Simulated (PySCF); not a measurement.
# Radial density of Lu²⁺ (lutetium, charge +2)

UHF, [Xe] 4f14 6s1, 2S determinant. Computed with PySCF 2.14 in cc-pVDZ-X2C (8s7p5d3f1g, 84 functions), with scalar relativity by spin-free X2C-1e.

| r (bohr) | 4πr²ρ (e/bohr) | 4πr²(ρα − ρβ) |
| --- | --- | --- |
| 0.0180 | 91.34 | 0.0003 |
| 0.0302 | 88.20 | -0.0001 |
| 0.0508 | 125.0 | 0.0070 |
| 0.0855 | 108.3 | 0.0002 |
| 0.144 | 111.7 | 0.0118 |
| 0.242 | 77.93 | -0.0030 |
| 0.407 | 66.37 | 0.0192 |
| 0.684 | 38.13 | 0.0308 |
| 1.15 | 13.38 | 0.0260 |
| 1.94 | 2.906 | 0.1487 |
| 3.26 | 0.4571 | 0.4016 |
| 5.48 | 0.04793 | 0.0478 |
| 9.21 | 1.185e-05 | 0.0000 |

Densities and radii are taken from the X2C orbitals without a picture-change correction, which distorts them close to the nucleus.

Spin-orbit coupling, which splits the p, d and f shells strongly at this Z, is absent.

(1) Where is the radial spin density 4πr²(ρα − ρβ) most negative, and why is it negative at all?

Results:

(1) Around r = 0.242 bohr, down to -0.0030 e/bohr: exchange with the open shell polarises the paired shells in an unrestricted calculation.
